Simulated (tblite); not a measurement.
Compound: C₆H₅OS (doublet state).
SMILES with atom numbers: `[CH2:1][c:2]1[cH:3][cH:4][c:5]([CH:6]=[O:7])[s:8]1` (hydrogens: H9, H10 on C1; H11 on C3; H12 on C4; H13 on C6)

Cartesian coordinates in Å at the GFN2-xTB level; atoms count from 1:
```xyz
13
C6H5OS angstrom
C      2.6018    0.5143   -0.0378
C      1.2843    0.2189   -0.0149
C      0.6746   -1.0676    0.0552
C     -0.6909   -1.0236    0.0554
C     -1.2187    0.2736   -0.0109
C     -2.6017    0.6476   -0.0282
O     -3.0260    1.7828   -0.0833
S      0.0337    1.4690   -0.0769
H      2.9494    1.5290   -0.0957
H      3.3406   -0.2663    0.0005
H      1.2645   -1.9652    0.1018
H     -1.3284   -1.8895    0.1036
H     -3.2875   -0.2225    0.0137
```

Computed with GFN2-xTB (tblite): harmonic, unscaled wavenumbers at the GFN2-xTB geometry, gas phase. Errors from tens to a few hundred cm⁻¹ against measured bands are possible. One conformer, not necessarily the lowest. Open shells enter through the occupations alone, without spin polarisation, and single modes of such species can be off by tens of per cent.

Harmonic wavenumbers (cm⁻¹): 91.5, 140.0, 166.3, 289.4, 312.1, 415.1, 437.8, 526.3, 588.0, 597.5, 652.6, 686.2, 734.6, 784.3, 814.5, 856.6, 891.9, 939.9, 1066.8, 1156.7, 1196.5, 1231.6, 1344.0, 1377.5, 1420.0, 1451.6, 1545.5, 1679.7, 2748.8, 3119.1, 3120.8, 3136.8, 3160.4.

A = 4388, B = 1292, C = 997.9 MHz; mass 125.006 u (most abundant isotopes); point group Cs, symmetry number 1; spin multiplicity 2.

Question: Zero-point energy?

Answer: Half the sum of the wavenumbers: 19340 cm⁻¹ = 55.30 kcal/mol.

Question: Entropy at 298.15 K, 1 bar (ideal gas, RRHO, classical rotation)?

Answer: Translation 40.41, rotation 28.43, vibration 17.09, spin (R ln 2) 1.38: S = 87.3 cal/(mol K).

Question: And Cp and H(298.15 K) − H(0)?

Answer: Cp = 30.00 cal/(mol K), of which vibrations give 22.05 (their classical limit is 33 R = 65.6); H(298.15 K) − H(0) = 5.36 kcal/mol without the zero-point energy, 2.99 from vibrations.

Question: What must be added to the electronic energy to get the Gibbs energy at 298.15 K and 1 bar?

Answer: ZPE + [H(298.15 K) − H(0)] − T·S = 55.30 + 5.36 − 26.03 = 34.63 kcal/mol.

Question: Blend soft modes into free rotors: weight 1/[1 + (100 cm⁻¹/ν̃)⁴] for the oscillator and the rest for a rotor with moment μB/(μ + B), μ = h/(8π²ν), B = 10⁻⁴⁴ kg m². What vibrational entropy results?

Answer: 16.63 cal/(mol K) in place of 17.09, which changes −T·S at 298.15 K by +0.14 kcal/mol.

Question: How do the functions run with temperature in this model?

Answer: 
| T (K) | S (cal/(mol K)) | Cp (cal/(mol K)) | H − H(0) (kcal/mol) | G − H(0) (kcal/mol) | ln q(vib) |
| --- | --- | --- | --- | --- | --- |
| 150 | 71.4 | 17.7 | 1.82 | -8.89 | 1.24 |
| 250 | 82.4 | 26.1 | 4.01 | -16.59 | 2.76 |
| 400 | 97.2 | 37.3 | 8.80 | -30.08 | 5.33 |
| 600 | 114.4 | 47.6 | 17.37 | -51.28 | 8.88 |
| 900 | 135.6 | 56.6 | 33.13 | -88.91 | 13.96 |

q(vib) and H(0) count from the zero-point level.

Hindered rotation and anharmonicity are outside this model. Other conformers, if any are populated, would add a mixing term that is left out.
